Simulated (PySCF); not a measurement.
F3GeHO, SMILES [OH][Ge]([F])([F])[F]. Atoms are numbered in the order given.

```xyz
6

O      0.1849     1.7296     0.0000
Ge     0.0095     0.0090     0.0000
F     -0.8431    -0.5633    -1.3662
F      1.5607    -0.6882     0.0000
F     -0.8431    -0.5633     1.3662
H     -0.6537     2.2072     0.0000
```
Charge 0, spin multiplicity 1.

Coordinates come from a PBE0-D3(BJ)/def2-SVP optimisation. Other conformers were not sampled.

Method: PBE/def2-TZVP run with PySCF.

ESP charges are fitted to the potential on shells at 1.4 to 2.0 van der Waals radii. Atomic charges (e):

| atom | ESP fit | Löwdin | IAO |
|---|---|---|---|
| O1 | -0.58 | -0.16 | -0.72 |
| Ge2 | 0.96 | 0.17 | 1.75 |
| F3 | -0.28 | -0.07 | -0.48 |
| F4 | -0.23 | -0.06 | -0.47 |
| F5 | -0.28 | -0.07 | -0.48 |
| H6 | 0.41 | 0.18 | 0.38 |
